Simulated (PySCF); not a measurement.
These 2 structures share the formula C10H15B. Method: PBE0-D3(BJ)/def2-SVP geometry optimisation, gas phase in PySCF 2.14.0. Energies are electronic, without zero-point or thermal terms, for one conformer each. No frequencies were run at this level. Point groups hold within 0.08 Å.

Problem. Rank from lowest to highest electronic energy at this level (kJ/mol).
A. `C#C[C@@H]1CC[C@H]2B[C@@H]1CCC2`
B. `CB(C)C1=CC2(C=C1)CCC2`

Solution. B (0.0), A (91.2).

As drawn, the lower has a four-membered ring, a C=C bond outside aromatic rings and a quaternary carbon, which the higher lacks; the higher has a C≡C bond, which the lower lacks.

```csv
SMILES,E (Eh),E rel (kJ/mol),dipole (D),point group,"A, B, C (MHz)"
CB(C)C1=CC2(C=C1)CCC2,-414.12519,0.0,1.27,–,"2347, 635.3, 545.5"
C#C[C@@H]1CC[C@H]2B[C@@H]1CCC2,-414.09045,91.2,0.78,C1,"1852, 958.8, 791.2"
```
